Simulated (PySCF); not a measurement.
PySCF 2.14 output of an unrestricted wB97M-V calculation on a single atom or ion in aug-cc-pwCVDZ-PP with ECP28MDF (6s5p4d1f, 48 functions), with scalar relativity through the core potential:

```
SCF conv_tol = 1e-09
number electrons alpha = 13  beta = 12
    N. Mardirossian and M. Head-Gordon.,  J. Chem. Phys. 144, 214110 (2016)
cycle= 1 E= -268.027684920167  delta_E= -0.00471  |g|= 0.0165  |ddm|= 0.582
cycle= 2 E= -268.027871081825  delta_E= -0.000186  |g|= 0.0104  |ddm|= 0.0507
cycle= 3 E= -268.027904315248  delta_E= -3.32e-05  |g|= 0.00222  |ddm|= 0.0286
cycle= 4 E= -268.027908895223  delta_E= -4.58e-06  |g|= 0.000505  |ddm|= 0.00688
cycle= 5 E= -268.027909468731  delta_E= -5.74e-07  |g|= 0.000168  |ddm|= 0.00263
cycle= 6 E= -268.027909562193  delta_E= -9.35e-08  |g|= 3.23e-05  |ddm|= 0.00147
cycle= 7 E= -268.027909564814  delta_E= -2.62e-09  |g|= 1.67e-06  |ddm|= 0.000292
cycle= 8 E= -268.027909564821  delta_E= -7.67e-12  |g|= 4.63e-07  |ddm|= 1.04e-05
converged SCF energy = -268.027909564821  <S^2> = 0.7528483  2S+1 = 2.0028463
```

The run itself started from symmetry-adapted Hartree-Fock orbitals and held the occupation by maximum overlap, on a logarithmic radial grid, so the iterations belong to that start.

Task: Which element, charge and spin multiplicity is this?

Result: Te- (tellurium, charge -1), multiplicity 2; the state was [Kr] 4d10 5s2 5p5, 2P determinant.

Energies and moments cover only the electrons outside the core potential.
